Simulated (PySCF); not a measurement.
**ORD: SMILES C=C(C)/C(C)=C/C, C7H12**

Molfile (atoms numbered from 1):
```
C7H12
     RDKit          3D

 19 18  0  0  0  0  0  0  0  0999 V2000
   -1.3939   -0.3596    1.8030 C   0  0  0  0  0  0  0  0  0  0  0  0
   -1.0120   -0.5150    0.5220 C   0  0  0  0  0  0  0  0  0  0  0  0
   -1.9372   -1.1841   -0.4557 C   0  0  0  0  0  0  0  0  0  0  0  0
    0.3045   -0.0403    0.0443 C   0  0  0  0  0  0  0  0  0  0  0  0
    1.2150    0.6185    1.0403 C   0  0  0  0  0  0  0  0  0  0  0  0
    0.6698   -0.1940   -1.2464 C   0  0  0  0  0  0  0  0  0  0  0  0
    1.9668    0.2418   -1.8568 C   0  0  0  0  0  0  0  0  0  0  0  0
   -0.7608    0.1205    2.5511 H   0  0  0  0  0  0  0  0  0  0  0  0
   -2.3692   -0.7165    2.1433 H   0  0  0  0  0  0  0  0  0  0  0  0
   -2.8667   -1.4967    0.0387 H   0  0  0  0  0  0  0  0  0  0  0  0
   -1.4734   -2.0770   -0.9047 H   0  0  0  0  0  0  0  0  0  0  0  0
   -2.2043   -0.5085   -1.2844 H   0  0  0  0  0  0  0  0  0  0  0  0
    0.7398    1.5086    1.4833 H   0  0  0  0  0  0  0  0  0  0  0  0
    1.4560   -0.0627    1.8725 H   0  0  0  0  0  0  0  0  0  0  0  0
    2.1596    0.9391    0.5844 H   0  0  0  0  0  0  0  0  0  0  0  0
   -0.0380   -0.6759   -1.9261 H   0  0  0  0  0  0  0  0  0  0  0  0
    2.0663    1.3409   -1.8743 H   0  0  0  0  0  0  0  0  0  0  0  0
    2.8392   -0.1476   -1.3070 H   0  0  0  0  0  0  0  0  0  0  0  0
    2.0520   -0.1064   -2.8954 H   0  0  0  0  0  0  0  0  0  0  0  0
  1  2  2  0
  2  3  1  0
  2  4  1  0
  4  5  1  0
  4  6  2  0
  6  7  1  0
  1  8  1  0
  1  9  1  0
  3 10  1  0
  3 11  1  0
  3 12  1  0
  5 13  1  0
  5 14  1  0
  5 15  1  0
  6 16  1  0
  7 17  1  0
  7 18  1  0
  7 19  1  0
M  END
```

Method: TDDFT CAM-B3LYP/aug-cc-pVDZ circular dichroism and optical rotation, one conformer, IEF-PCM cyclohexane (non-equilibrium linear response, no local-field factor) in PySCF. Geometry: PBE0-D3(BJ)/def2-SVP.

No stereocentre is labelled: unless the shape is locked (an allene, a helicene, a hindered biaryl), the mirror image is equally populated and a measured rotation or CD is zero.

Task: Give the optical rotatory dispersion at 633, 589.3, 546, 436, 405, 365, 355 nm.

Result: [α] in deg dm⁻¹ (g/mL)⁻¹:
| λ (nm) | origin-invariant length gauge | modified velocity gauge | length gauge (centre of mass) | isotropic polarisability (au) |
| --- | --- | --- | --- | --- |
| 633 | -7.2 | -6.7 | -7.2 | 111.1 |
| 589.3 | -8.9 | -8.3 | -8.9 | 112.0 |
| 546 | -11.4 | -10.6 | -11.4 | 113.1 |
| 436 | -25.8 | -24.3 | -25.8 | 118.4 |
| 405 | -35.3 | -33.3 | -35.2 | 121.1 |
| 365 | -57.8 | -55.0 | -57.8 | 126.5 |
| 355 | -66.9 | -63.7 | -66.8 | 128.4 |

Task: And for the mirror image at 589.3 nm?

Result: +8.9 deg dm⁻¹ (g/mL)⁻¹ (origin-invariant length gauge): the same size and the opposite sign.

Task: What is the molar rotation [Φ] = [α]·M/100 of the geometry above at 589.3 nm?

Result: With M = 96.17 g/mol, -8.6 deg cm² dmol⁻¹ (origin-invariant length gauge).

The first excitation lies at 5.21 eV (238 nm) with R = -2.7 × 10⁻⁴⁰ esu² cm² (velocity form).
